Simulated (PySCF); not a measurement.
This script is equivalent to a calculation on Cl (chlorine, neutral).

```python
from pyscf import gto, scf, dft, mp, cc
import basis_set_exchange as bse
mol = gto.M(atom="Cl 0 0 0", charge=0, spin=1, symmetry="D2h",
            basis=gto.basis.parse(bse.get_basis("x2c-QZVPPall", elements=["Cl"], fmt="nwchem", augment_diffuse=1)),
            nucmod="G")
mf = scf.UHF(mol).sfx2c1e()
mf.irrep_nelec = {'Ag': (3, 3), 'B1u': (2, 2), 'B2u': (2, 2), 'B3u': (2, 1)}
mf.kernel()
```

(1) What total energy does it give?

(2) Which occupied shell lies highest, and where?

(3) What is ⟨S²⟩, and what would a pure spin state give?

## Answers

(1) -460.90344 hartree (calculated).

(2) 3p β, at -13.068 eV.

(3) 0.761, against 0.75.
